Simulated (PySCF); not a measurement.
## ²⁹Si chemical shifts

PySCF calculation with shielding tensors at PBE0/pcSseg-1 (GIAO) and geometry from GFN2-xTB; averaged over atoms made equivalent by symmetry, fast rotation or ring inversion, no relativistic terms, isolated molecule, one computed conformer.

Shieldings were converted by a linear fit to measured shifts: ²⁹Si: δ = 279.94 − 0.822σ (rms 8.9 ppm, 72 shifts, 25.8 ppm with the 6 outliers that the fit left out vs TMS, solution or neat liquid). A few per cent of atoms miss by over 2 rms, more outside the fitted compound classes.

Problem. Give the ²⁹Si shifts of `N[Si](F)(F)[SiH3]`, `O[Si@@]([SiH3])([SiH2][SiH3])S[SiH3]`, `NC(=O)[SiH3]`.

Solution. 
```
                                               compound                        environment  δ (ppm)
                    [NH2:1][Si:2]([F:3])([F:4])[SiH3:5]  Si2: silicon bonded to 2 F, N, Si    -19.2
                    [NH2:1][Si:2]([F:3])([F:4])[SiH3:5]     Si5: silicon bonded to Si, 3 H   -109.3
[OH:1][Si@@:2]([SiH3:3])([SiH2:4][SiH3:5])[S:6][SiH3:7]  Si2: silicon bonded to O, S, 2 Si     22.6
[OH:1][Si@@:2]([SiH3:3])([SiH2:4][SiH3:5])[S:6][SiH3:7]      Si7: silicon bonded to S, 3 H    -62.3
[OH:1][Si@@:2]([SiH3:3])([SiH2:4][SiH3:5])[S:6][SiH3:7]     Si3: silicon bonded to Si, 3 H    -95.4
[OH:1][Si@@:2]([SiH3:3])([SiH2:4][SiH3:5])[S:6][SiH3:7]     Si5: silicon bonded to Si, 3 H   -103.5
[OH:1][Si@@:2]([SiH3:3])([SiH2:4][SiH3:5])[S:6][SiH3:7]   Si4: silicon bonded to 2 Si, 2 H   -108.4
                                           NC(=O)[SiH3]           silicon bonded to C, 3 H    -83.0
```

Problem. Order these by ²⁹Si shift, lowest first.
A. N#C[SiH]1SCCCS1
B. NC(=O)[SiH3]
C. P[Si](P)(Cl)CC1CC1

Solution. B (-83.0 ppm, silicon bonded to C, 3 H), A (-33.0 ppm, silicon bonded to C, 2 S, H, in a 6-membered ring), C (33.9 ppm, silicon bonded to C, Cl, 2 P).
